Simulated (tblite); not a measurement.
Species: C₆H₁₅BO.
Numbering: `[CH3:1][CH2:2][CH2:3][O:4][CH2:5][B:6]([CH3:7])[CH3:8]` (hydrogens: H9, H10, H11 on C1; H12, H13 on C2; H14, H15 on C3; H16, H17 on C5; H18, H19, H20 on C7; H21, H22, H23 on C8)

Computed with GFN2-xTB (tblite), gas phase: L-BFGS steps from a force-field or distance-geometry start until the largest atomic force falls under 0.01 eV/Å.

Step 84: E = -701.2734 eV
```
atom  x, y, z in Å  |  force x, y, z in eV/Å
C1     -3.9530   -0.2593    0.2507    0.004   0.015  -0.015
C2     -2.5045   -0.5268    0.6316   -0.034  -0.020   0.006
C3     -1.5294    0.0575   -0.3820    0.007   0.029  -0.019
O4     -0.2257   -0.1058    0.1149    0.025  -0.049   0.029
C5      0.7677    0.5762   -0.6299    0.006  -0.005  -0.011
B6      2.2479    0.1831   -0.2063   -0.012   0.001  -0.023
C7      3.4127    1.1589   -0.6261   -0.016  -0.037  -0.031
C8      2.5203   -1.1698    0.5462    0.009  -0.002  -0.029
H9     -4.6256   -0.6132    1.0278    0.011  -0.031  -0.013
H10    -4.1180    0.8069    0.1151   -0.021   0.025   0.004
H11    -4.1986   -0.7645   -0.6799   -0.036  -0.004  -0.026
H12    -2.2829   -0.0917    1.6056    0.006   0.039   0.035
H13    -2.3251   -1.5991    0.6989   -0.003  -0.056   0.044
H14    -1.6385   -0.4524   -1.3534    0.019  -0.013  -0.048
H15    -1.7442    1.1249   -0.5471   -0.016   0.069   0.047
H16     0.6625    0.3145   -1.6999    0.004   0.006  -0.017
H17     0.5840    1.6639   -0.5788   -0.017  -0.027   0.004
H18     4.3591    0.6538   -0.7935    0.054  -0.021   0.007
H19     3.1732    1.7337   -1.5182    0.021   0.038   0.011
H20     3.5862    1.8812    0.1713   -0.025  -0.004   0.003
H21     3.0452   -1.0076    1.4861   -0.026   0.016   0.017
H22     3.1725   -1.8136   -0.0425    0.031  -0.003  -0.033
H23     1.6096   -1.7237    0.7540    0.010   0.034   0.058
```

Step 85: E = -701.2741 eV
```
atom  x, y, z in Å  |  force x, y, z in eV/Å
C1     -3.9534   -0.2593    0.2502    0.009   0.008  -0.012
C2     -2.5051   -0.5276    0.6315   -0.002  -0.012   0.010
C3     -1.5291    0.0577   -0.3823    0.001   0.010  -0.007
O4     -0.2250   -0.1076    0.1147    0.002  -0.031   0.008
C5      0.7672    0.5764   -0.6302    0.007  -0.007  -0.001
B6      2.2471    0.1834   -0.2068   -0.007  -0.001  -0.022
C7      3.4126    1.1577   -0.6269   -0.001  -0.027  -0.013
C8      2.5200   -1.1691    0.5463    0.012   0.005  -0.023
H9     -4.6258   -0.6143    1.0274    0.011  -0.025  -0.021
H10    -4.1181    0.8073    0.1150   -0.020   0.015   0.009
H11    -4.1984   -0.7638   -0.6809   -0.037  -0.002  -0.021
H12    -2.2823   -0.0923    1.6060   -0.003   0.033   0.014
H13    -2.3242   -1.6003    0.7000   -0.013  -0.033   0.034
H14    -1.6378   -0.4519   -1.3548    0.016   0.005  -0.024
H15    -1.7431    1.1263   -0.5453   -0.012   0.045   0.045
H16     0.6615    0.3160   -1.7003    0.003   0.005  -0.018
H17     0.5828    1.6641   -0.5776   -0.017  -0.032   0.005
H18     4.3586    0.6511   -0.7941    0.044  -0.014   0.005
H19     3.1736    1.7337   -1.5179    0.021   0.038   0.000
H20     3.5874    1.8802    0.1709   -0.026  -0.016  -0.004
H21     3.0446   -1.0057    1.4861   -0.017   0.017   0.015
H22     3.1723   -1.8122   -0.0430    0.027  -0.006  -0.027
H23     1.6100   -1.7227    0.7568    0.002   0.027   0.048
```

Step 86: E = -701.2755 eV
```
atom  x, y, z in Å  |  force x, y, z in eV/Å
C1     -3.9542   -0.2609    0.2509    0.027  -0.009  -0.009
C2     -2.5048   -0.5307    0.6282    0.047  -0.004   0.005
C3     -1.5310    0.0571   -0.3888   -0.005  -0.007   0.009
O4     -0.2256   -0.1226    0.1018   -0.015   0.019  -0.014
C5      0.7657    0.5787   -0.6284    0.001  -0.017  -0.016
B6      2.2442    0.1843   -0.2061    0.016  -0.007  -0.020
C7      3.4139    1.1512   -0.6325    0.025   0.005   0.007
C8      2.5176   -1.1645    0.5530    0.013   0.007   0.000
H9     -4.6246   -0.6215    1.0274    0.010  -0.016  -0.025
H10    -4.1210    0.8067    0.1197   -0.009  -0.016   0.018
H11    -4.1984   -0.7625   -0.6821   -0.045   0.001  -0.020
H12    -2.2768   -0.0945    1.6023   -0.020   0.027  -0.008
H13    -2.3182   -1.6041    0.6991   -0.048   0.023   0.008
H14    -1.6441   -0.4463   -1.3656   -0.003   0.037   0.013
H15    -1.7403    1.1302   -0.5413    0.006  -0.025   0.046
H16     0.6651    0.3382   -1.7041   -0.006   0.000  -0.003
H17     0.5772    1.6646   -0.5580   -0.017  -0.030   0.011
H18     4.3564    0.6371   -0.8059   -0.001   0.014   0.004
H19     3.1733    1.7341   -1.5191    0.031   0.015  -0.004
H20     3.5997    1.8720    0.1657   -0.028  -0.047  -0.017
H21     3.0444   -0.9945    1.4906    0.011   0.012  -0.001
H22     3.1674   -1.8091   -0.0386    0.006  -0.006   0.008
H23     1.6091   -1.7158    0.7767    0.006   0.024   0.008
```

Step 87: E = -701.2760 eV
```
atom  x, y, z in Å  |  force x, y, z in eV/Å
C1     -3.9543   -0.2617    0.2484    0.011  -0.018  -0.018
C2     -2.5057   -0.5325    0.6283    0.049   0.006   0.007
C3     -1.5308    0.0598   -0.3857   -0.003  -0.019   0.016
O4     -0.2258   -0.1188    0.1069   -0.025   0.013  -0.017
C5      0.7652    0.5786   -0.6270    0.005  -0.013  -0.004
B6      2.2439    0.1848   -0.2058    0.016  -0.008  -0.021
C7      3.4140    1.1494   -0.6358    0.020   0.003   0.004
C8      2.5185   -1.1627    0.5548    0.011   0.005   0.005
H9     -4.6270   -0.6266    1.0216    0.020  -0.008  -0.035
H10    -4.1216    0.8067    0.1213   -0.007  -0.031   0.020
H11    -4.1964   -0.7597   -0.6881   -0.037   0.013   0.002
H12    -2.2797   -0.0984    1.6044   -0.023   0.019  -0.026
H13    -2.3189   -1.6063    0.6970   -0.048   0.033   0.004
H14    -1.6399   -0.4412   -1.3646   -0.009   0.044   0.027
H15    -1.7419    1.1333   -0.5351    0.008  -0.032   0.043
H16     0.6623    0.3356   -1.7015   -0.005  -0.005  -0.015
H17     0.5779    1.6644   -0.5590   -0.017  -0.015   0.010
H18     4.3544    0.6329   -0.8121    0.005   0.011   0.000
H19     3.1724    1.7340   -1.5209    0.029   0.013  -0.008
H20     3.6046    1.8688    0.1621   -0.027  -0.039  -0.005
H21     3.0464   -0.9922    1.4915    0.024   0.015  -0.002
H22     3.1667   -1.8073   -0.0388    0.003  -0.009   0.017
H23     1.6110   -1.7138    0.7829    0.000   0.022  -0.003
```

Q: Estimate the geometry and energy of step 88. (The exact step hangs on the optimiser's Hessian estimate; all steps are aligned on step 87, rigid shifts and turns removed.)

A: E = -701.2773 eV, largest force 0.060 eV/Å
```
atom  x, y, z in Å  |  force x, y, z in eV/Å
C1     -3.9541   -0.2658    0.2416   -0.024  -0.021  -0.022
C2     -2.5065   -0.5374    0.6263    0.008   0.024  -0.001
C3     -1.5317    0.0671   -0.3800    0.010  -0.027   0.025
O4     -0.2280   -0.1138    0.1138   -0.010  -0.003  -0.013
C5      0.7639    0.5799   -0.6216    0.005   0.002   0.004
B6      2.2428    0.1862   -0.2031    0.013  -0.012  -0.025
C7      3.4146    1.1421   -0.6473    0.024  -0.001  -0.003
C8      2.5205   -1.1564    0.5645    0.008   0.002   0.020
H9     -4.6311   -0.6445    1.0051    0.031  -0.001  -0.038
H10    -4.1252    0.8043    0.1297    0.001  -0.053   0.018
H11    -4.1915   -0.7514   -0.7039   -0.016   0.029   0.029
H12    -2.2863   -0.1097    1.6071   -0.023   0.008  -0.045
H13    -2.3197   -1.6114    0.6876   -0.035   0.032   0.000
H14    -1.6347   -0.4233   -1.3652   -0.027   0.041   0.035
H15    -1.7460    1.1416   -0.5178    0.013  -0.033   0.038
H16     0.6583    0.3396   -1.6961   -0.006  -0.015  -0.020
H17     0.5781    1.6650   -0.5517   -0.012   0.015   0.006
H18     4.3474    0.6162   -0.8368    0.002   0.015  -0.005
H19     3.1676    1.7323   -1.5270    0.028   0.006  -0.012
H20     3.6241    1.8567    0.1495   -0.025  -0.027   0.012
H21     3.0548   -0.9821    1.4968    0.050   0.018  -0.013
H22     3.1625   -1.8027   -0.0345   -0.006  -0.015   0.044
H23     1.6155   -1.7052    0.8075   -0.009   0.017  -0.032
```

The energy changes by -0.0013 eV. The first-order estimate −F·Δx gives -0.0018 eV and the mean of the old and new forces, exact on a quadratic surface, -0.0013 eV. The step makes an angle of 82° with the force vector and moves no atom by more than 0.031 Å.

The cost below is that of the whole relaxation. Hardware: Arm Neoverse N1, one thread, shared host with 64 logical CPUs at a one-minute load of 54. Cost: 2.1 s of wall time.
